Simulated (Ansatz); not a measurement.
`N[SiH2][S][GeH2][NH2]` + `N[SiH3]` → `N[SiH2][GeH2][NH2]` + `N[SiH2]S`  (formal exchange of groups at a Ge–S bond)

Isolated molecules relaxed with PBE0-D4/def2-TZVP in Ansatz; ΔE leaves out vibrations. CCSD(T)/CBS is the MP2 limit (def2-TZVPP, def2-QZVPP) plus CCSD(T) − MP2 in def2-TZVPP, frozen cores. This one scheme is used for every species. DFT in def2-TZVPP. For Ge outer-core shells are correlated without core-valence functions, which leaves a few kJ/mol of doubt a bond. Scalar relativity is left out up to krypton. Each species was taken in one conformer, which may not be the lowest.

Q: Is it downhill or uphill in electronic energy at CCSD(T)/CBS, and by how much? (Best estimate.)

A: Computed: Uphill: ΔE = +63.1 kJ/mol.

Q: What do these levels give: PBE, MP2/def2-TZVPP, SCS-MP2/def2-TZVPP, CCSD(T)/def2-TZVPP, MP2/def2-QZVPP, CCSD/CBS(def2)? (An estimate is asked.)

A: The calculation gave: PBE 48.9, MP2/def2-TZVPP 74.3, SCS-MP2/def2-TZVPP 71.8, CCSD(T)/def2-TZVPP 65.4, MP2/def2-QZVPP 72.6, CCSD/CBS(def2) 61.0 kJ/mol.

Largest T1 diagnostic among the species: 0.011.

From PBE to PBE0 (25 % exact exchange), in def2-TZVPP and without D4, ΔE moves by +5.2 kJ/mol. The D4 term adds +9.6 kJ/mol with B3LYP and +5.2 kJ/mol with PBE0; it sums over pairs of atoms, weighted by their polarisabilities, and B3LYP, whose exchange is more repulsive, gets the larger term.

B3LYP here is the variant with VWN-RPA as its local correlation; programs differ in this.
